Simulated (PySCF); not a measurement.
Structure problem from calculated spectra and properties.

Formula: C6H10P2S.

- Rotational structure: rotational constants A, B, C: 1.401, 0.666, 0.536 GHz [PBE0-D3(BJ)/def2-SVP]
- UV, first state: lowest singlet excitation: 4.80 eV (258 nm, f = 0.001) [TDDFT B3LYP/def2-SVPD]
- Triplet: lowest triplet excitation (Tamm–Dancoff): 3.84 eV [TDA B3LYP/def2-SVPD]
- 13C NMR: chemical shifts (computed TMS as zero) by class: 134.8 (1 C), 130.6 (1 C), 123.5 (1 C), 119.4 (1 C), 20.7 (1 C), 20.5 (1 C) ppm [GIAO KT2/pcSseg-1]
- Valence photoelectron: vertical ionisation energy: 8.41 eV [ΔSCF B3LYP/def2-SVPD]
- 1H NMR: chemical shifts (computed TMS as zero) by class: 7.25 (1 H), 7.16 (1 H), 7.13 (1 H), 2.44 (2 H), 1.38 (3 H), 1.23 (2 H) ppm [GIAO KT2/pcSseg-1]
- UV, strongest line: among the 10 lowest singlet transitions: S3 at 5.66 eV (219 nm, f = 0.070) [TDDFT B3LYP/def2-SVPD]
- NMR, other nuclei: isotropic shieldings of nuclei other than C and H, by class: 376 (1 P), 489 (1 P), 290 (1 S) ppm [GIAO KT2/pcSseg-1]
- Dipole: 1.68 D [B3LYP/def2-SVPD]

The electronic properties come from PySCF, for the isolated species, density fitting. Levels stand in brackets. Geometry: PBE0-D3(BJ)/def2-SVP, one conformer, isolated molecule. Each NMR value is the plain mean over a class of atoms that symmetry, rotation or inversion makes alike.

Question: Give a SMILES that accounts for the data.

Answer: Numbering: `[CH3:1][P:2]([CH2:3][PH2:4])[c:5]1[cH:6][cH:7][s:8][cH:9]1`. 6 carbons fall into 6 classes; from least to most shielded: substituted aromatic carbon [C5] (134.8 ppm), aromatic CH next to a ring sulfur [C9] (130.6 ppm), aromatic CH next to a ring sulfur [C7] (123.5 ppm), aromatic CH carbon [C6] (119.4 ppm), chain sp3 carbon bound to phosphorus [C3] (20.7 ppm), chain sp3 carbon bound to phosphorus [C1] (20.5 ppm). Hydrogen classes from least to most shielded: 1 H on an aromatic CH next to a ring sulfur, C9 (7.25 ppm), 1 H on an aromatic CH carbon, C6 (7.16 ppm), 1 H on an aromatic CH next to a ring sulfur, C7 (7.13 ppm), 2 H on a phosphine phosphorus, P4 (2.44 ppm, a mean of values up to 0.6 ppm apart in this geometry), 3 H on an sp3 carbon bound to phosphorus, C1 (1.38 ppm), 2 H on an sp3 carbon bound to phosphorus, C3 (1.23 ppm). The other shieldings belong to: 376 ppm, phosphine phosphorus [P2]; 489 ppm, phosphine phosphorus [P4]; 290 ppm, thiophene-type sulfur [S8]. S1 is mainly HOMO→LUMO (weight 0.98); the largest Löwdin shares of the orbital it empties are 0.58 on a phosphine phosphorus, 0.11 on an sp3 carbon bound to phosphorus, 0.10 on an sp3 carbon bound to phosphorus and 0.08 on the substituted aromatic carbon, of the orbital it fills 0.23 on the thiophene-type sulfur, 0.23 on an aromatic CH next to a ring sulfur, 0.19 on an aromatic CH next to a ring sulfur and 0.13 on the substituted aromatic carbon. The optimised geometry has point group C1 and is an asymmetric top. Structure: `c1sccc1P(CP)C`. The assignments are read from this structure; whether some other isomer fits the data as well wasn't checked.

Shape of the structure used: `[CH3:1][P:2]([CH2:3][PH2:4])[c:5]1[cH:6][cH:7][s:8][cH:9]1`: C1–P2–C3–P4 -170°, C1–P2–C5–C6 48°, H–P4–C3–P2 -41°, H–P4–C3–P2 53°.
